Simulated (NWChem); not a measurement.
Species: C₄H₉O, doublet; SMILES CCC[CH]O

```xyz
14

C     -0.1822    -2.3664     0.1588
C     -0.3258    -0.9480    -0.3685
C      0.6821     0.0323     0.2503
C      0.5360     1.4375    -0.2021
O     -0.6079     2.0520     0.2093
H     -0.9179    -3.0461    -0.2981
H      0.8206    -2.7738    -0.0503
H     -0.3294    -2.4035     1.2504
H     -1.3422    -0.5695    -0.1692
H     -0.2073    -0.9403    -1.4663
H      0.5723     0.0015     1.3506
H      1.7096    -0.3043     0.0300
H      0.9540     1.7593    -1.1661
H     -0.6572     2.9272    -0.1869
```
Atoms are numbered in this order, from 1.

Results from NWChem. Pople sets run with spherical d functions. Spin-unrestricted. Coordinates come from a PBE0/def2-SVP, spin-unrestricted optimisation. No stability test was run on the SCF state.

For level PBE/6-31G*:

- highest occupied level (eV) = -2.87
- lowest empty minus highest occupied level, either spin (eV) = 1.88
- dipole (D) = 1.39

Question: What are these values for level PBE/3-21G?

Answer: The highest occupied level (eV) is -2.64. The lowest empty minus highest occupied level, either spin (eV) comes out as 1.75. The dipole (D) is 1.55.
